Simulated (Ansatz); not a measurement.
Relaxation of CH8ClNSn (12 atoms, charge 0, multiplicity 1), to a largest force component of 0.03 eV/Å in at most 50 steps.

These are results of RKS B3LYP-D4/def2-SVP (Ansatz 0.2.0), not measurements.

```xyz
12
Properties=species:S:1:pos:R:3:forces:R:3
Sn -0.905 0.240 1.261 -0.06 -0.04 -0.03
N 0.012 -0.453 -0.489 0.28 0.00 0.38
C 0.022 0.406 -1.667 0.01 -0.02 -0.01
H -2.434 0.958 0.845 0.14 -0.02 0.04
H 0.168 1.392 1.957 -0.14 -0.06 -0.08
H -1.154 -1.148 2.254 0.04 0.12 -0.09
H 1.937 -0.921 0.692 -0.15 0.06 0.13
Cl 2.529 -1.032 1.863 -0.08 -0.01 -0.33
H -0.321 -1.388 -0.721 -0.03 -0.01 -0.01
H 0.623 -0.057 -2.470 0.00 0.03 -0.02
H -0.979 0.630 -2.093 0.03 0.01 0.01
H 0.501 1.373 -1.433 -0.02 -0.04 0.02
```

Problem. Where does it end, and by what steps?

Solution. The run converged. After 28 steps the energy has fallen by 1.190 eV; Cl8 moved furthest, 1.79 Å. Parted: Sn1–N2, H7–Cl8. Joined: Sn1–Cl8, N2–H7.

| step | energy less start (eV) | largest force component (eV/Å) | accepted |
| --- | --- | --- | --- |
| 0 | 0.0000 | 0.375 | yes |
| 1 | -0.0894 | 0.343 | yes |
| 2 | -0.1733 | 0.240 | yes |
| 3 | -0.2336 | 0.221 | yes |
| 4 | -0.2473 | 0.324 | yes |
| 5 | -0.2514 | 0.570 | yes |
| 6 | -0.2624 | 0.101 | yes |
| 7 | -0.2774 | 0.375 | yes |
| 8 | -0.3014 | 0.760 | yes |
| 9 | -0.3622 | 0.648 | yes |
| 10 | -0.4613 | 0.633 | yes |
| 11 | -0.5912 | 0.360 | yes |
| 12 | -0.6893 | 0.606 | yes |
| 13 | -0.7691 | 0.370 | yes |
| 14 | -0.7802 | 0.644 | yes |
| 15 | -0.8299 | 0.366 | yes |
| 16 | -0.8516 | 0.306 | yes |
| 17 | -0.8999 | 0.472 | yes |
| 18 | -0.9662 | 0.651 | yes |
| 19 | -1.0424 | 0.668 | yes |
| 20 | -1.1125 | 0.239 | yes |
| 21 | -1.1651 | 0.147 | yes |
| 22 | -1.1593 | 0.317 | no |
| 23 | -1.1815 | 0.077 | yes |
| 24 | -1.1860 | 0.068 | yes |
| 25 | -1.1876 | 0.084 | yes |
| 26 | -1.1890 | 0.038 | yes |
| 27 | -1.1893 | 0.081 | yes |
| 28 | -1.1896 | 0.017 | yes |

```xyz
12
Properties=species:S:1:pos:R:3
Sn -0.495 0.473 1.789
N 0.024 -0.845 -0.574
C 0.286 0.066 -1.686
H -1.352 1.395 0.620
H -0.598 1.346 3.288
H -1.020 -1.130 2.114
H 0.873 -1.347 -0.311
Cl 1.894 0.596 1.490
H -0.677 -1.544 -0.824
H 0.598 -0.434 -2.621
H -0.616 0.661 -1.900
H 1.082 0.763 -1.385
```

Time of the run: 120 s on 2 threads of Arm Neoverse V1, with other jobs on the host, peak memory 0.28 GiB.
